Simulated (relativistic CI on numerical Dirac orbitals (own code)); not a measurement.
## Ir4+: 5p photoemission

Computed with this model: Dirac-Coulomb-Breit CI, KLI orbitals optimised for each configuration, QED by a radiative potential, valence Slater integrals scaled by 0.9, multiplet model of photoemission in the sudden approximation; configurations [Xe] 4f14 5d5 → [Kr] 4d10 4f14 5s2 5p5 5d5; 300 K; Lorentzian 1.05 eV and Gaussian 0.6 eV FWHM. Energies are those of the free ion, without screening or charge transfer. The energies are binding energies and can lie tens of eV above those of solids. S is read from ⟨S²⟩ = S(S + 1).

Field parameters in Wybourne normalisation: Td as Oh with Dq negative (B⁴₀ = 21Dq, B⁴₄ = √(5/14) B⁴₀). The field is a parameter set, without covalency.

free ion: ground-state S = 2.39, centroid 111.43 eV. Peaks (eV, height): 101.8 (100), 103.8 (86), 110.0 (27), 117.8 (18), 120.0 (7), 123.8 (38), 125.8 (22), 128.4 (26).

Td, 10Dq = -17050 cm⁻¹: ground-state S = 2.05, centroid 111.42 eV. Peaks (eV, height): 102.0 (88), 104.0 (100), 110.0 (17), 111.0 (17), 117.4 (10), 118.6 (10), 124.2 (34), 127.0 (25), 128.4 (21).

Strongest unbroadened transitions for free ion:

```
Energy (eV)  Relative strength
     101.77              100.0
     103.80               69.1
     104.55               31.7
     105.23                8.3
     109.71                6.0
     109.88               11.2
     110.34                6.3
     111.89                6.1
     117.75               14.4
     123.47               23.3
     123.96                9.5
     124.21                9.4
     125.18                5.1
     125.83                5.1
     126.10                8.8
     128.07               13.0
     128.80               15.3
     129.87                6.1
```
